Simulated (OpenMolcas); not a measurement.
# C2H7AlO (SMILES C[CH2][AlH][OH]): the energy, rung by rung

C2H7AlO: 11 atoms, total charge 0, spin state singlet. SMILES: `C[CH2][AlH][OH]`. The coordinates come from a PBE0-D4/def2-TZVP relaxation. This is one conformer, not always the lowest.

```xyz
11

C    -1.1116    0.8294    0.1064
C     0.1759    0.3880    0.8020
Al    1.2545   -0.9479   -0.1378
O     0.7626   -1.5768   -1.6393
H    -1.7910   -0.0119   -0.0587
H    -1.6626    1.5750    0.6876
H    -0.9106    1.2733   -0.8729
H    -0.0493   -0.0100    1.8007
H     0.8188    1.2568    0.9979
H     2.6223   -1.5227    0.4124
H    -0.0438   -1.3101   -2.0778
```

Each level gives the energy change with the C1–C2 bond stretched from 1.529 to 1.987 Å (eV). The values are calculated.

```json
{"level": "HF/6-31G* (spherical functions) (restricted)", "kind": "Hartree–Fock", "program": "OpenMolcas", "value (eV)": "1.59", "CPU time (all runs)": "14 s"}
{"level": "SVWN5/6-31G* (spherical functions) (restricted)", "kind": "LDA", "program": "OpenMolcas", "value (eV)": "1.52", "CPU time (all runs)": "61 s"}
{"level": "BLYP/6-31G* (spherical functions) (restricted)", "kind": "GGA", "program": "OpenMolcas", "value (eV)": "1.19", "CPU time (all runs)": "83 s"}
{"level": "revPBE/6-31G* (spherical functions) (restricted)", "kind": "GGA", "program": "OpenMolcas", "value (eV)": "1.26", "CPU time (all runs)": "82 s"}
{"level": "M06-L/6-31G* (spherical functions) (restricted)", "kind": "meta-GGA", "program": "OpenMolcas", "value (eV)": "1.49", "CPU time (all runs)": "1.9 min"}
{"level": "M06-2X/6-31G* (spherical functions) (restricted)", "kind": "hybrid meta-GGA", "program": "OpenMolcas", "value (eV)": "1.50", "CPU time (all runs)": "97 s"}
{"level": "B3LYP/6-31G* (Cartesian functions) (restricted)", "kind": "global hybrid", "program": "OpenMolcas", "value (eV)": "1.36", "CPU time (all runs)": "83 s"}
{"level": "B2PLYP/6-31G* (spherical functions) (restricted)", "kind": "double hybrid", "program": "OpenMolcas", "value (eV)": "1.43", "CPU time (all runs)": "55 s"}
```

The first shape isn't each level's own minimum. The values span 1.19 to 1.59 eV. CPU times are rough (shared hosts, several kinds of processor and program).
